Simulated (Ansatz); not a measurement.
Geometry optimisation, UHF/def2-SVP in Ansatz 0.2.0.

Input:

```yaml
crystal:
  periodic: [false, false, false]
  atoms:
    - { symbol: Mo, position_ang: [0.0, 1.0e-06, -0.354602] }
    - { symbol: F, position_ang: [1.0e-06, 1.2e-05, 2.605613] }
    - { symbol: F, position_ang: [1.849955, 0.0, -0.349816] }
    - { symbol: F, position_ang: [0.0, 1.660742, 0.289308] }
    - { symbol: F, position_ang: [-1.849955, 0.0, -0.349816] }
    - { symbol: F, position_ang: [0.0, -1.660738, 0.289315] }
    - { symbol: F, position_ang: [0.0, -3.0e-06, -2.154654] }
    - { symbol: H, position_ang: [0.0, -1.4e-05, 3.514651] }
magnetization:
  spin_polarized: true
  initial_magnetization: 1
basis:
  gaussian: { orbitals: def2-SVP }
hamiltonian:
  xc: hf
relax:
  f_tol: 0.03
  max_steps: 50
```

Run as:

```bash
$ ansatz run input.yaml --threads 4 --pin off --max-ram 5120MiB --backend cpu --events-out ev --progress --plain --runs-dir out
```

Question: Where does it end, and by what steps?

Answer: The run converged. The force dipped under the threshold on the way, but the program's further checks kept it going. After 18 steps the energy has fallen by 0.271 eV; H8 moved furthest, 0.96 Å. Joined: Mo1–F2.

```csv
step,energy less start (eV),largest force component (eV/Å),accepted
0,0.0000,0.338,yes
1,-0.0569,0.335,yes
2,-0.0762,0.418,yes
3,-0.0895,0.594,yes
4,-0.1082,0.093,yes
5,-0.1054,0.567,no
6,-0.1102,0.019,yes
7,-0.1105,0.036,yes
8,-0.1118,0.063,yes
9,-0.1175,0.268,yes
10,-0.1362,0.959,yes
11,-0.0584,3.166,no
12,-0.1681,1.162,yes
13,-0.1848,0.669,yes
14,-0.2289,0.842,yes
15,-0.2535,1.030,yes
16,-0.2688,0.181,yes
17,-0.2708,0.058,yes
18,-0.2709,0.020,yes
```

```xyz
8
Properties=species:S:1:pos:R:3
Mo 0.000 0.069 -0.118
F 0.000 0.280 2.222
F 1.851 0.037 -0.083
F 0.000 1.827 0.178
F -1.851 0.037 -0.083
F 0.000 -1.600 0.578
F 0.000 -0.151 -1.903
H 0.000 -0.499 2.698
```

Run time: 51 s on 4 threads of Arm Neoverse V1, with other jobs on the host, peak memory 0.55 GiB.
